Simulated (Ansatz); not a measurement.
`C[SiH](F)I` + CH₃NH₂ → `CN[SiH](C)F` + HI  (ligand exchange at the Si–I bond)

Calculated with Ansatz (gas phase, PBE0-D4/def2-TZVP geometries, no zero-point term in ΔE). CCSD(T)/CBS adds triple-zeta CCSD(T) − MP2 to the extrapolated MP2 energy (def2 sets, frozen cores). Functionals use def2-TZVPP. B3LYP here is the variant with VWN-RPA as its local correlation; programs differ in this. HSE06 is defined as in plane-wave codes. def2 core potentials past Kr. For I outer-core shells are correlated without core-valence functions, which leaves a few kJ/mol of doubt a bond. Each species was taken in one conformer, which may not be the lowest.

`C[SiH](F)I`:

```xyz
8

C    -0.529   -0.799   -0.389
Si    0.575    0.541    0.238
F     1.117    1.400   -0.993
I    -0.654    2.040    1.713
H    -0.899   -1.404    0.441
H    -1.386   -0.377   -0.919
H     0.024   -1.447   -1.075
H     1.752    0.046    0.983
```

CH₃NH₂:

Cartesian coordinates in Å:
```
C 0.492 0.023 -0.284
N -0.858 0.192 0.227
H 1.108 -0.715 0.250
H 1.015 0.981 -0.249
H 0.447 -0.277 -1.333
H -0.839 0.481 1.196
H -1.364 -0.684 0.193
```

`CN[SiH](C)F`:

Z-matrix (Å, degrees):
```
C
N 1 1.448
H 1 1.096 2 113.1
H 1 1.092 2 109.8 3 -119.9
H 1 1.094 2 111.2 3 121.9
Si 2 1.699 1 126.6 3 95.8
H 2 1.008 1 113.5 3 -65.3
F 6 1.611 2 113.3 1 -74.3
C 6 1.854 2 111.6 1 45.0
H 6 1.483 2 106.4 1 170.1
H 9 1.093 6 110.0 2 178.4
H 9 1.092 6 111.0 2 58.4
H 9 1.093 6 111.5 2 -62.5
```

HI:

```xyz
2

I    -0.177   -0.055   -0.783
H     0.177    0.055    0.783
```

| level | ΔE (kJ/mol) | difference from CCSD(T)/CBS |
| --- | --- | --- |
| LDA (SPW92) | 12.5 | -8.1 |
| PBE-D4 | 24.0 | 3.4 |
| revPBE-D4 | 21.7 | 1.1 |
| BLYP-D4 | 14.2 | -6.4 |
| r2SCAN-D4 | 20.8 | 0.2 |
| B97M-V | 15.0 | -5.6 |
| PBE0-D4 | 23.5 | 2.9 |
| B3LYP-D4 | 14.9 | -5.7 |
| r2SCANh-D4 | 20.9 | 0.3 |
| r2SCAN0-D4 | 20.9 | 0.3 |
| HSE06-D4 | 24.2 | 3.6 |
| BHLYP-D4 | 16.1 | -4.5 |
| CAM-B3LYP-D4 | 8.7 | -11.9 |
| ωB97M-V | 15.9 | -4.7 |
| PBE-QIDH | 22.4 | 1.8 |
| PBE | 25.8 | 5.2 |
| revPBE | 30.2 | 9.6 |
| BLYP | 18.0 | -2.6 |
| PBE0 | 25.0 | 4.4 |
| B3LYP | 17.0 | -3.6 |
| r2SCANh | 21.8 | 1.2 |
| r2SCAN0 | 21.9 | 1.3 |
| HSE06 | 25.4 | 4.8 |
| BHLYP | 14.9 | -5.7 |
| LC-ωPBE | 16.9 | -3.7 |
| RPA@PBE/def2-TZVPP | 9.4 | -11.2 |
| MP2/def2-SVP | 10.5 | -10.1 |
| CCSD/def2-SVP | 6.2 | -14.4 |
| CCSD(T)/def2-SVP | 6.3 | -14.3 |
| HF/def2-TZVPP | 17.2 | -3.4 |
| MP2/def2-TZVPP | 19.9 | -0.7 |
| SCS-MP2/def2-TZVPP | 16.3 | -4.3 |
| CCSD/def2-TZVPP | 11.7 | -8.9 |
| CCSD(T)/def2-TZVPP | 12.4 | -8.2 |
| HF/def2-QZVPP | 17.1 | -3.5 |
| MP2/def2-QZVPP | 24.5 | 3.9 |
| SCS-MP2/def2-QZVPP | 20.6 | 0.0 |
| HF/CBS(def2) | 17.1 | -3.5 |
| MP2/CBS(def2) | 28.0 | 7.4 |
| CCSD/CBS(def2) | 19.8 | -0.8 |
| CCSD(T)/CBS | 20.6 | 0 |

Largest T1 diagnostic among the species: 0.010.

Leaving LDA and LC-ωPBE aside and taking each functional with its dispersion term where it has one, the values spread over 15.5 kJ/mol, from CAM-B3LYP-D4 to HSE06-D4. LDA lies −13.3 kJ/mol from PBE without D4. At CCSD(T), def2-SVP lies −14.3 kJ/mol from the extrapolated value and def2-TZVPP −8.2 kJ/mol. From BLYP to BHLYP (50 % exact exchange), in def2-TZVPP and without D4, ΔE moves by −3.2 kJ/mol.

CCSD(T)/CBS has its own doubt, a few kJ/mol and more with outer-core shells, so smaller differences from it don't rank the levels.
